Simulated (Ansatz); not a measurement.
Energy profile

The step: Si₂NH₇F₂ ([NH3][SiH]([F])([F])[SiH3]) + HF → SiNH₄F₃ ([NH3][SiH]([F])([F])[F]) + SiH₄; bonds formed: Si1–F9, Si2–H8; bonds broken: Si1–Si2, H8–F9 (atoms numbered as in the saddle structure below).

Si1  (-0.084, -0.111, -0.415)
Si2  (-0.797, -0.733, 2.017)
F3  (-0.855, -1.282, -1.225)
F4  (1.302, -0.943, -0.189)
H5  (-1.163, 0.911, -0.504)
H6  (1.145, 1.597, -1.730)
N7  (0.770, 0.690, -1.993)
H8  (0.292, 0.628, 1.263)
F9  (0.882, 1.355, 0.640)
H10  (-1.949, 0.037, 2.563)
H11  (-1.318, -2.031, 1.506)
H12  (0.146, -1.041, 3.130)
H13  (1.533, 0.107, -2.324)
H14  (0.095, 0.815, -2.740)
(Å)

Electronic energies by CCSD(T) at an estimated basis limit (MP2 extrapolated from triple and quadruple zeta, plus CCSD(T) − MP2 in triple zeta), on PBE0-D4/def2-TZVP structures; Si2NH8F3, singlet; no counterpoise correction. Program: Ansatz 0.2.0. Basis: def2-TZVPP and def2-QZVPP. Cores are frozen in the correlated methods. Extrapolation: Hartree–Fock as exp(−7.88 √X), correlation as X^−2.97.

**Question.** Give the profile in kJ/mol, counted from the separated reactants. (An estimate is asked for; the value comes from the calculation.)

**Answer.** By the calculation:
| point | kJ/mol |
| --- | --- |
| separated: Si2NH7F2 (linked as [F][SiH]([F])[SiH3].[NH3]; Si1, Si2, F3, F4, H5, H6, N7, H10, H11, H12, H13, H14; singlet) + HF (H8, F9; singlet) | 0.0 |
| start structure | -8.6 |
| saddle | 96.3 |
| end structure | -184.5 |

T1 diagnostic: at most 0.013.

For scale, one of the runs: CCSD(T)/def2-TZVPP, 320 basis functions, launched by `ansatz run in.yaml --threads 5 --pin off --events-out ev --progress --plain --max-ram 66560MiB --backend cuda --devices 0, --max-vram 37GiB`. The run took 21 s on 5 CPU threads of an AMD EPYC 7R13 and a share of one NVIDIA H100 (shared host), with 0.83 GiB of host memory at its peak.
